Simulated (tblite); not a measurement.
Record of a relaxation.

C4H11B2N2P.
Bonds: C1–C2 (triple), C2–B3, B3–N4, N4–B5, B5–P6, B3–N7, N7–C8, N7–C9. Hydrogens: H10 on C1; H11 on N4; H12 on B5; H13, H14 on P6; H15, H16, H17 on C8; H18, H19, H20 on C9.

Computed with GFN2-xTB (tblite), gas phase: L-BFGS steps from a force-field or distance-geometry start until the largest atomic force falls under 0.01 eV/Å. 10 of its 119 geometries are shown.

Step 0: E = -677.5169 eV, largest atomic force 3.242 eV/Å
```
atom  x, y, z in Å  |  force x, y, z in eV/Å
C1     -0.482    2.998    0.435    0.124  -0.125  -0.001
C2     -0.325    1.834    0.128    0.363   0.557   0.223
B3     -0.073    0.358   -0.243   -0.109   0.081  -2.747
N4      1.323   -0.034   -0.663   -0.130   0.133   3.237
B5      1.993   -0.886    0.425    1.090   2.606  -1.361
P6      3.889   -1.191    0.195   -0.103  -0.618   0.532
N7     -1.285   -0.426   -0.727    1.407   1.792   2.180
C8     -1.440   -1.653    0.020   -0.536  -0.721   0.230
C9     -2.501    0.362   -0.590   -1.099  -0.007   0.007
H10    -0.635    4.031    0.694    0.107  -0.829  -0.192
H11     1.921    0.830   -0.721   -0.775  -1.317  -0.456
H12     1.619   -0.813    1.541   -0.259  -0.882  -0.274
H13     4.433   -0.447   -0.899   -0.451   0.065   1.022
H14     4.546   -0.719    1.422   -0.673   0.003  -1.422
H15    -2.537   -1.949    0.008    1.378  -0.031  -0.004
H16    -0.813   -2.436   -0.415   -0.182  -0.024   0.075
H17    -1.109   -1.468    1.065   -0.460  -0.605  -0.272
H18    -3.132    0.023    0.287    0.648   0.520  -0.626
H19    -3.100    0.142   -1.491    0.029   0.416   0.215
H20    -2.297    1.454   -0.476   -0.370  -1.014  -0.366
```

Step 13: E = -679.9977 eV, largest atomic force 0.441 eV/Å
```
atom  x, y, z in Å  |  force x, y, z in eV/Å
C1     -0.440    3.094    0.363   -0.015   0.065  -0.107
C2     -0.289    2.027   -0.175    0.071   0.088   0.204
B3     -0.077    0.525   -0.302   -0.055  -0.120  -0.054
N4      1.332    0.096   -0.302   -0.244  -0.296  -0.218
B5      2.056   -0.744    0.525   -0.005   0.227   0.113
P6      3.848   -1.296    0.187    0.226  -0.241  -0.073
N7     -1.231   -0.269   -0.324   -0.162   0.024  -0.016
C8     -1.377   -1.667    0.051    0.146  -0.021   0.087
C9     -2.520    0.362   -0.537   -0.244   0.117   0.074
H10    -0.608    4.041    0.784    0.038   0.158  -0.063
H11     1.819    0.557   -1.067    0.037  -0.101   0.177
H12     1.578   -1.172    1.507   -0.140  -0.066  -0.039
H13     4.309   -0.360   -0.718   -0.137   0.161  -0.029
H14     4.480   -0.686    1.254   -0.119  -0.007   0.022
H15    -2.405   -2.010   -0.099    0.189   0.138  -0.130
H16    -0.707   -2.332   -0.491    0.134   0.116  -0.176
H17    -1.146   -1.776    1.110    0.013  -0.068   0.134
H18    -3.212    0.127    0.271   -0.036  -0.078   0.181
H19    -3.000    0.052   -1.472    0.224  -0.193  -0.043
H20    -2.415    1.441   -0.567    0.080   0.099  -0.044
```

Step 26: E = -680.1975 eV, largest atomic force 0.230 eV/Å
```
atom  x, y, z in Å  |  force x, y, z in eV/Å
C1     -0.391    3.193    0.302    0.023   0.183  -0.007
C2     -0.196    2.059   -0.047   -0.157   0.038  -0.081
B3     -0.081    0.553   -0.204   -0.029   0.077  -0.024
N4      1.265   -0.013   -0.319    0.079  -0.164   0.140
B5      1.968   -0.847    0.528    0.177  -0.031   0.063
P6      3.800   -1.312    0.130   -0.062   0.095   0.026
N7     -1.250   -0.201   -0.172    0.050  -0.020  -0.144
C8     -1.266   -1.637    0.025    0.010   0.010  -0.022
C9     -2.554    0.359   -0.459    0.014  -0.067   0.049
H10    -0.540    4.193    0.589    0.045   0.072  -0.034
H11     1.793    0.406   -1.075   -0.061   0.068   0.025
H12     1.472   -1.284    1.500    0.004  -0.017  -0.097
H13     4.109   -0.209   -0.658   -0.049  -0.042  -0.035
H14     4.363   -0.716    1.246   -0.056  -0.085   0.042
H15    -2.241   -2.032   -0.255    0.045  -0.094  -0.084
H16    -0.485   -2.113   -0.569   -0.025  -0.027   0.025
H17    -1.089   -1.877    1.075    0.004  -0.016   0.004
H18    -3.268    0.141    0.338    0.010   0.025   0.091
H19    -2.934   -0.089   -1.385   -0.042   0.079   0.010
H20    -2.481    1.437   -0.593    0.019  -0.083   0.050
```

Step 39: E = -680.2903 eV, largest atomic force 0.326 eV/Å
```
atom  x, y, z in Å  |  force x, y, z in eV/Å
C1     -0.337    3.302    0.150    0.060   0.045   0.064
C2     -0.265    2.116   -0.038    0.025  -0.133  -0.151
B3     -0.128    0.599   -0.161    0.144  -0.040   0.027
N4      1.228    0.037   -0.209   -0.023   0.121  -0.132
B5      1.914   -0.888    0.553   -0.072   0.131   0.051
P6      3.711   -1.315    0.104    0.274  -0.141  -0.106
N7     -1.247   -0.218   -0.233    0.077  -0.021   0.095
C8     -1.181   -1.656   -0.070   -0.073  -0.030   0.026
C9     -2.580    0.324   -0.367    0.074  -0.065   0.037
H10    -0.380    4.335    0.347   -0.035   0.007  -0.064
H11     1.763    0.490   -0.943    0.010   0.048   0.132
H12     1.444   -1.421    1.482   -0.136   0.007   0.004
H13     4.013   -0.162   -0.605    0.002   0.021  -0.025
H14     4.272   -0.824    1.264    0.035  -0.025   0.082
H15    -2.078   -2.123   -0.477   -0.016   0.001  -0.075
H16    -0.303   -2.068   -0.571   -0.049   0.102   0.021
H17    -1.110   -1.915    0.992   -0.053  -0.017  -0.064
H18    -3.188    0.088    0.512   -0.038   0.038  -0.046
H19    -3.063   -0.093   -1.258   -0.026   0.034   0.083
H20    -2.491    1.404   -0.477   -0.178  -0.083   0.040
```

Step 52: E = -680.3915 eV, largest atomic force 0.156 eV/Å
```
atom  x, y, z in Å  |  force x, y, z in eV/Å
C1     -0.238    3.346   -0.068   -0.077  -0.020   0.011
C2     -0.288    2.147   -0.161   -0.006   0.152   0.035
B3     -0.143    0.630   -0.154   -0.049   0.018   0.017
N4      1.233    0.150   -0.138    0.034  -0.114   0.088
B5      1.871   -0.865    0.561    0.059  -0.038  -0.065
P6      3.672   -1.339    0.099   -0.027  -0.010   0.035
N7     -1.246   -0.214   -0.185   -0.015  -0.027   0.057
C8     -1.152   -1.657   -0.170   -0.016  -0.014  -0.025
C9     -2.612    0.263   -0.190    0.003  -0.013   0.008
H10    -0.247    4.396    0.021   -0.001  -0.034  -0.057
H11     1.832    0.753   -0.686    0.049   0.004  -0.077
H12     1.319   -1.500    1.378   -0.013   0.033  -0.030
H13     4.019   -0.148   -0.516    0.063   0.041   0.026
H14     4.276   -0.999    1.297   -0.035  -0.001  -0.018
H15    -1.924   -2.089   -0.812    0.007   0.017  -0.020
H16    -0.172   -1.962   -0.534   -0.033  -0.018   0.019
H17    -1.282   -2.059    0.840   -0.036   0.041  -0.022
H18    -3.136   -0.026    0.727    0.049  -0.024   0.007
H19    -3.157   -0.162   -1.038   -0.005  -0.008  -0.016
H20    -2.630    1.347   -0.274    0.050   0.015   0.026
```

Step 66: E = -680.4182 eV, largest atomic force 0.150 eV/Å
```
atom  x, y, z in Å  |  force x, y, z in eV/Å
C1     -0.291    3.363   -0.145    0.000  -0.034  -0.038
C2     -0.297    2.160   -0.133    0.001  -0.073  -0.055
B3     -0.127    0.641   -0.123    0.007   0.041   0.069
N4      1.256    0.172   -0.139   -0.014   0.018  -0.148
B5      1.890   -0.869    0.516    0.061  -0.029  -0.030
P6      3.698   -1.336    0.094    0.047   0.018   0.049
N7     -1.224   -0.214   -0.144   -0.039   0.081  -0.050
C8     -1.169   -1.656   -0.210   -0.009   0.057  -0.004
C9     -2.590    0.258   -0.104   -0.031   0.007  -0.009
H10    -0.303    4.414   -0.172   -0.040   0.044   0.030
H11     1.843    0.773   -0.706   -0.023  -0.017   0.046
H12     1.319   -1.525    1.299   -0.014  -0.030   0.066
H13     4.119   -0.113   -0.412   -0.022   0.003   0.037
H14     4.220   -1.086    1.352    0.005  -0.028  -0.036
H15    -1.886   -2.013   -0.957    0.031  -0.030   0.005
H16    -0.171   -1.986   -0.487   -0.019   0.010   0.028
H17    -1.436   -2.094    0.757    0.023  -0.045  -0.019
H18    -3.084   -0.085    0.810   -0.023   0.014   0.008
H19    -3.145   -0.139   -0.960   -0.029   0.010   0.002
H20    -2.628    1.345   -0.142    0.088  -0.018   0.049
```

Step 79: E = -680.4369 eV, largest atomic force 0.097 eV/Å
```
atom  x, y, z in Å  |  force x, y, z in eV/Å
C1     -0.370    3.337   -0.223    0.002   0.095   0.017
C2     -0.291    2.138   -0.187    0.011  -0.044  -0.004
B3     -0.110    0.620   -0.148    0.000   0.007  -0.006
N4      1.268    0.135   -0.200   -0.003  -0.029   0.025
B5      1.924   -0.884    0.476   -0.038   0.034   0.023
P6      3.752   -1.312    0.105   -0.020  -0.022  -0.022
N7     -1.224   -0.212   -0.124    0.014   0.012   0.008
C8     -1.192   -1.651   -0.230    0.009   0.022  -0.003
C9     -2.576    0.293   -0.034    0.008   0.007  -0.016
H10    -0.451    4.388   -0.244   -0.002  -0.067  -0.012
H11     1.847    0.744   -0.763    0.040   0.010  -0.029
H12     1.361   -1.542    1.269    0.004   0.002  -0.019
H13     4.201   -0.057   -0.270   -0.023   0.043   0.002
H14     4.213   -1.178    1.399    0.016  -0.015   0.028
H15    -1.850   -1.973   -1.044   -0.013  -0.031   0.009
H16    -0.179   -1.984   -0.439   -0.015  -0.023  -0.008
H17    -1.535   -2.120    0.697    0.003   0.004  -0.010
H18    -3.074   -0.092    0.862    0.029   0.003  -0.028
H19    -3.157   -0.019   -0.909   -0.010  -0.013   0.016
H20    -2.561    1.379    0.005   -0.014   0.007   0.030
```

Step 92: E = -680.4402 eV, largest atomic force 0.024 eV/Å
```
atom  x, y, z in Å  |  force x, y, z in eV/Å
C1     -0.377    3.336   -0.234    0.002  -0.018  -0.002
C2     -0.284    2.137   -0.205    0.001   0.009  -0.007
B3     -0.100    0.620   -0.168    0.002   0.003   0.011
N4      1.276    0.130   -0.211   -0.009  -0.005  -0.007
B5      1.921   -0.884    0.482    0.005   0.002  -0.011
P6      3.752   -1.296    0.103   -0.002   0.013   0.009
N7     -1.217   -0.210   -0.138    0.001   0.000  -0.003
C8     -1.196   -1.650   -0.239    0.001  -0.010   0.001
C9     -2.566    0.297   -0.023    0.003   0.000  -0.003
H10    -0.475    4.383   -0.258    0.007  -0.002  -0.002
H11     1.866    0.727   -0.778   -0.014   0.000   0.005
H12     1.350   -1.541    1.268    0.001   0.004  -0.003
H13     4.177   -0.017   -0.220    0.006  -0.003   0.010
H14     4.224   -1.215    1.401   -0.011  -0.006  -0.006
H15    -1.863   -1.976   -1.043    0.000   0.015  -0.005
H16    -0.189   -1.996   -0.450   -0.001  -0.005  -0.012
H17    -1.542   -2.110    0.692    0.017  -0.002   0.017
H18    -3.050   -0.109    0.871    0.000   0.006  -0.003
H19    -3.160    0.003   -0.895   -0.004  -0.004   0.000
H20    -2.551    1.381    0.043   -0.004   0.002   0.008
```

Step 105: E = -680.4423 eV, largest atomic force 0.039 eV/Å
```
atom  x, y, z in Å  |  force x, y, z in eV/Å
C1     -0.367    3.339   -0.279    0.003   0.017  -0.002
C2     -0.284    2.139   -0.232   -0.014  -0.005   0.017
B3     -0.104    0.623   -0.176   -0.012  -0.011  -0.006
N4      1.270    0.135   -0.224    0.009   0.014  -0.015
B5      1.914   -0.882    0.465   -0.004   0.001   0.006
P6      3.752   -1.266    0.102   -0.006  -0.037  -0.009
N7     -1.216   -0.211   -0.131   -0.011   0.006   0.003
C8     -1.191   -1.649   -0.256    0.003   0.001  -0.001
C9     -2.565    0.289    0.013   -0.003  -0.007  -0.007
H10    -0.452    4.387   -0.320   -0.001  -0.008  -0.003
H11     1.860    0.740   -0.783    0.003  -0.006   0.005
H12     1.340   -1.549    1.241    0.008   0.003  -0.022
H13     4.182    0.033   -0.112    0.012   0.017   0.006
H14     4.185   -1.287    1.413    0.021   0.004   0.023
H15    -1.881   -1.960   -1.046   -0.015  -0.014  -0.010
H16    -0.190   -1.988   -0.506    0.010   0.007  -0.013
H17    -1.502   -2.130    0.676   -0.001   0.005   0.025
H18    -3.034   -0.136    0.906    0.007   0.016  -0.009
H19    -3.171    0.009   -0.855   -0.002   0.013   0.009
H20    -2.551    1.373    0.100   -0.009  -0.016   0.001
```

Step 118: E = -680.4436 eV, largest atomic force 0.009 eV/Å
```
atom  x, y, z in Å  |  force x, y, z in eV/Å
C1     -0.360    3.338   -0.281    0.005  -0.001  -0.001
C2     -0.289    2.138   -0.234   -0.004   0.000  -0.003
B3     -0.109    0.621   -0.186    0.002   0.001   0.000
N4      1.268    0.138   -0.239    0.000  -0.001  -0.001
B5      1.915   -0.876    0.454    0.000  -0.002  -0.004
P6      3.759   -1.255    0.110   -0.004  -0.001   0.000
N7     -1.221   -0.213   -0.141    0.004  -0.003  -0.001
C8     -1.192   -1.652   -0.256    0.001   0.000   0.002
C9     -2.568    0.288    0.013    0.002   0.000   0.000
H10    -0.436    4.387   -0.323   -0.007   0.000   0.002
H11     1.855    0.747   -0.795    0.007  -0.001   0.004
H12     1.336   -1.550    1.219    0.000  -0.008  -0.005
H13     4.197    0.048   -0.065    0.001   0.002   0.000
H14     4.180   -1.309    1.425   -0.006   0.003   0.001
H15    -1.920   -1.976   -1.006    0.002   0.005   0.002
H16    -0.203   -1.984   -0.556   -0.001   0.005   0.000
H17    -1.450   -2.128    0.696    0.000   0.006   0.003
H18    -3.033   -0.139    0.908    0.000  -0.003   0.002
H19    -3.181    0.015   -0.852   -0.004  -0.005  -0.002
H20    -2.554    1.371    0.106    0.002   0.004  -0.001
```

**Question.** Summarise the path.

**Answer.** The energy falls by 2.9267 eV from step 0 to step 118; nine tenths of that is first reached at step 22. It falls at every step. The largest force goes from 3.242 to 0.009 eV/Å. Among the bonds N4–B5 changes most, from 1.537 to 1.388 Å; the atoms move by 0.688 Å rms after alignment.

**Question.** Follow the three bonds and two angles with the largest change from start to end.

**Answer.** 
```json
{"step": "0", "E above end (eV)": "2.9267", "largest force (eV/Å)": "3.242", "N4–B5 (Å)": "1.537", "B3–N7 (Å)": "1.522", "P6–H14 (Å)": "1.470", "B3–N4–B5 (°)": "110.5", "B3–N7–C8 (°)": "111.0"}
{"step": "5", "E above end (eV)": "1.1595", "largest force (eV/Å)": "1.372", "N4–B5 (Å)": "1.403", "B3–N7 (Å)": "1.409", "P6–H14 (Å)": "1.384", "B3–N4–B5 (°)": "132.6", "B3–N7–C8 (°)": "123.7"}
{"step": "10", "E above end (eV)": "0.5792", "largest force (eV/Å)": "0.812", "N4–B5 (Å)": "1.391", "B3–N7 (Å)": "1.414", "P6–H14 (Å)": "1.365", "B3–N4–B5 (°)": "130.6", "B3–N7–C8 (°)": "125.1"}
{"step": "15", "E above end (eV)": "0.3927", "largest force (eV/Å)": "0.535", "N4–B5 (Å)": "1.382", "B3–N7 (Å)": "1.393", "P6–H14 (Å)": "1.399", "B3–N4–B5 (°)": "134.1", "B3–N7–C8 (°)": "128.6"}
{"step": "21", "E above end (eV)": "0.2969", "largest force (eV/Å)": "0.312", "N4–B5 (Å)": "1.385", "B3–N7 (Å)": "1.393", "P6–H14 (Å)": "1.375", "B3–N4–B5 (°)": "132.2", "B3–N7–C8 (°)": "125.7"}
{"step": "26", "E above end (eV)": "0.2461", "largest force (eV/Å)": "0.230", "N4–B5 (Å)": "1.381", "B3–N7 (Å)": "1.391", "P6–H14 (Å)": "1.385", "B3–N4–B5 (°)": "130.8", "B3–N7–C8 (°)": "123.3"}
{"step": "31", "E above end (eV)": "0.2092", "largest force (eV/Å)": "0.193", "N4–B5 (Å)": "1.379", "B3–N7 (Å)": "1.392", "P6–H14 (Å)": "1.386", "B3–N4–B5 (°)": "132.8", "B3–N7–C8 (°)": "122.8"}
{"step": "36", "E above end (eV)": "0.1738", "largest force (eV/Å)": "0.215", "N4–B5 (Å)": "1.383", "B3–N7 (Å)": "1.388", "P6–H14 (Å)": "1.383", "B3–N4–B5 (°)": "133.1", "B3–N7–C8 (°)": "123.5"}
{"step": "41", "E above end (eV)": "0.1301", "largest force (eV/Å)": "0.494", "N4–B5 (Å)": "1.378", "B3–N7 (Å)": "1.389", "P6–H14 (Å)": "1.384", "B3–N4–B5 (°)": "134.9", "B3–N7–C8 (°)": "122.8"}
{"step": "46", "E above end (eV)": "0.0718", "largest force (eV/Å)": "0.176", "N4–B5 (Å)": "1.388", "B3–N7 (Å)": "1.390", "P6–H14 (Å)": "1.378", "B3–N4–B5 (°)": "133.9", "B3–N7–C8 (°)": "123.0"}
{"step": "51", "E above end (eV)": "0.0552", "largest force (eV/Å)": "0.131", "N4–B5 (Å)": "1.387", "B3–N7 (Å)": "1.390", "P6–H14 (Å)": "1.385", "B3–N4–B5 (°)": "133.1", "B3–N7–C8 (°)": "123.4"}
{"step": "56", "E above end (eV)": "0.0431", "largest force (eV/Å)": "0.155", "N4–B5 (Å)": "1.386", "B3–N7 (Å)": "1.392", "P6–H14 (Å)": "1.382", "B3–N4–B5 (°)": "132.8", "B3–N7–C8 (°)": "124.4"}
{"step": "62", "E above end (eV)": "0.0320", "largest force (eV/Å)": "0.147", "N4–B5 (Å)": "1.387", "B3–N7 (Å)": "1.390", "P6–H14 (Å)": "1.381", "B3–N4–B5 (°)": "132.0", "B3–N7–C8 (°)": "125.4"}
{"step": "67", "E above end (eV)": "0.0225", "largest force (eV/Å)": "0.120", "N4–B5 (Å)": "1.385", "B3–N7 (Å)": "1.391", "P6–H14 (Å)": "1.385", "B3–N4–B5 (°)": "131.9", "B3–N7–C8 (°)": "125.8"}
{"step": "72", "E above end (eV)": "0.0123", "largest force (eV/Å)": "0.093", "N4–B5 (Å)": "1.387", "B3–N7 (Å)": "1.392", "P6–H14 (Å)": "1.382", "B3–N4–B5 (°)": "132.1", "B3–N7–C8 (°)": "125.5"}
{"step": "77", "E above end (eV)": "0.0082", "largest force (eV/Å)": "0.074", "N4–B5 (Å)": "1.388", "B3–N7 (Å)": "1.392", "P6–H14 (Å)": "1.382", "B3–N4–B5 (°)": "132.2", "B3–N7–C8 (°)": "125.4"}
{"step": "82", "E above end (eV)": "0.0054", "largest force (eV/Å)": "0.035", "N4–B5 (Å)": "1.387", "B3–N7 (Å)": "1.391", "P6–H14 (Å)": "1.383", "B3–N4–B5 (°)": "132.1", "B3–N7–C8 (°)": "125.1"}
{"step": "87", "E above end (eV)": "0.0042", "largest force (eV/Å)": "0.042", "N4–B5 (Å)": "1.387", "B3–N7 (Å)": "1.391", "P6–H14 (Å)": "1.381", "B3–N4–B5 (°)": "131.9", "B3–N7–C8 (°)": "125.3"}
{"step": "92", "E above end (eV)": "0.0034", "largest force (eV/Å)": "0.024", "N4–B5 (Å)": "1.387", "B3–N7 (Å)": "1.391", "P6–H14 (Å)": "1.383", "B3–N4–B5 (°)": "131.9", "B3–N7–C8 (°)": "125.6"}
{"step": "97", "E above end (eV)": "0.0030", "largest force (eV/Å)": "0.027", "N4–B5 (Å)": "1.387", "B3–N7 (Å)": "1.391", "P6–H14 (Å)": "1.382", "B3–N4–B5 (°)": "132.0", "B3–N7–C8 (°)": "125.6"}
{"step": "103", "E above end (eV)": "0.0018", "largest force (eV/Å)": "0.035", "N4–B5 (Å)": "1.388", "B3–N7 (Å)": "1.391", "P6–H14 (Å)": "1.382", "B3–N4–B5 (°)": "131.9", "B3–N7–C8 (°)": "125.5"}
{"step": "108", "E above end (eV)": "0.0008", "largest force (eV/Å)": "0.020", "N4–B5 (Å)": "1.387", "B3–N7 (Å)": "1.391", "P6–H14 (Å)": "1.382", "B3–N4–B5 (°)": "131.6", "B3–N7–C8 (°)": "125.4"}
{"step": "113", "E above end (eV)": "0.0002", "largest force (eV/Å)": "0.023", "N4–B5 (Å)": "1.388", "B3–N7 (Å)": "1.391", "P6–H14 (Å)": "1.382", "B3–N4–B5 (°)": "131.5", "B3–N7–C8 (°)": "125.4"}
{"step": "118", "E above end (eV)": "0.0000", "largest force (eV/Å)": "0.009", "N4–B5 (Å)": "1.388", "B3–N7 (Å)": "1.391", "P6–H14 (Å)": "1.382", "B3–N4–B5 (°)": "131.6", "B3–N7–C8 (°)": "125.4"}
```

What follows is the cost of the whole relaxation. On an Arm Neoverse N1 with one thread, shared host, this took 1.6 s of wall time.
